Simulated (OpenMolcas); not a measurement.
A run on Fe3+ among 6 point charges of -1.3 e arranged as a tetragonal octahedron (D4h), 2.05 Å from the ion, with the axial distance 2.071 Å.

```yaml
Program: OpenMolcas
Method: CASSCF
Basis: ANO-RCC-VDZP [5s4p2d1f]
Scalar_Hamiltonian: DKH2, point nucleus
Active_space: 5 electrons in 5 orbitals (3d)
State_averaging: 2S+1 = 6 even, 1 root; 2S+1 = 4 even, 24 roots; 2S+1 = 2 even, 75 roots
Spin-orbit_coupling: RASSI with atomic mean-field integrals over the reference wave functions
```

34 basis functions. Blocks (2S+1, parity, CSFs, roots kept): 6, even, 1, 1; 4, even, 24, 24; 2, even, 75, 75.

**Question.** How long do the RASSCF and RASSI steps take on 1 thread of Arm Neoverse V2 (shared host)?

**Answer.** About 20 s of wall time, without the integral step.
